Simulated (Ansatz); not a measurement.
`S[SiH2]BCl` + `BC[SiH2]F` → `BCBCl` + `F[SiH2][SiH2]S`  (redistribution)

Isolated molecules relaxed with PBE0-D4/def2-TZVP in Ansatz; ΔE leaves out vibrations. CCSD(T)/CBS adds triple-zeta CCSD(T) − MP2 to the extrapolated MP2 energy (def2 sets, frozen cores). DFT in def2-TZVPP. B3LYP here is the variant with VWN-RPA as its local correlation; programs differ in this. One conformer a species, not always the lowest.

```json
{"level": "PBE0-D4", "ΔE (kJ/mol)": "-19.1"}
{"level": "B3LYP-D4", "ΔE (kJ/mol)": "-16.2"}
```

Q: What does CCSD(T)/CBS give? (An estimate is asked.)

A: Ansatz gave: -12.7 kJ/mol. The listed levels differ from it by -6.4, -3.5 kJ/mol.

Largest T1 diagnostic among the species: 0.013.

At CCSD(T), def2-SVP lies −4.9 kJ/mol from the extrapolated value and def2-TZVPP +0.3 kJ/mol. Leaving LDA and LC-ωPBE aside and taking each functional with its dispersion term where it has one, the values, not all of them listed here, spread over 6.1 kJ/mol, from PBE-D4 to ωB97M-V.
